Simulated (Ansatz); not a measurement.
Reaction (ligand exchange at the Sn–C bond): `[CH3][SnH2][N]=C=O` + HCl → `O=C=[N][SnH2][Cl]` + CH₄

Isolated molecules relaxed with PBE0-D4/def2-TZVP in Ansatz; ΔE leaves out vibrations. CBS: MP2 limit from def2 TZ/QZ plus the TZ coupled-cluster correction, frozen cores. This one scheme is used for every species. DFT in def2-TZVPP. Elements past krypton have def2 core potentials. For Sn outer-core shells are correlated without core-valence functions, which leaves a few kJ/mol of doubt a bond. One conformer a species, not always the lowest.

Task: Is it downhill or uphill in electronic energy at CCSD(T)/CBS, and by how much? (Estimate.)

Result: The calculation gave: Downhill: ΔE = -104.5 kJ/mol.

Task: What do these levels give: PBE-D4, BLYP-D4, r2SCANh-D4, r2SCAN0-D4, BHLYP-D4, r2SCAN, CAM-B3LYP, RPA@PBE/def2-TZVPP, HF/def2-SVP, MP2/def2-SVP, HF/def2-TZVPP, HF/def2-QZVPP? (Estimate.)

Result: Computed: PBE-D4 -106.9, BLYP-D4 -111.5, r2SCANh-D4 -112.8, r2SCAN0-D4 -112.4, BHLYP-D4 -116.5, r2SCAN -113.2, CAM-B3LYP -110.0, RPA@PBE/def2-TZVPP -94.7, HF/def2-SVP -127.4, MP2/def2-SVP -112.4, HF/def2-TZVPP -123.5, HF/def2-QZVPP -124.3 kJ/mol.

Largest T1 diagnostic among the species: 0.015.

From BLYP to BHLYP (50 % exact exchange), in def2-TZVPP and without D4, ΔE moves by −4.0 kJ/mol. At CCSD(T), def2-SVP lies −5.7 kJ/mol from the extrapolated value and def2-TZVPP +5.5 kJ/mol.
